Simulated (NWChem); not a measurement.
NbNHF₃; SMILES [NH]=[Nb]([F])([F])[F]

Computed with NWChem. Structure relaxed at the PBE0/def2-SVP (def2 core potentials past Kr) level.

Task: What does the run give for PBE0/STO-3G, non-relativistic? Quantities: highest occupied level (eV); orbital gap (eV); dipole (D).

Result: 
```
Item                         Value
---------------------------  -----
highest occupied level (eV)  -4.49
orbital gap (eV)              7.53
dipole (D)                    0.39
```
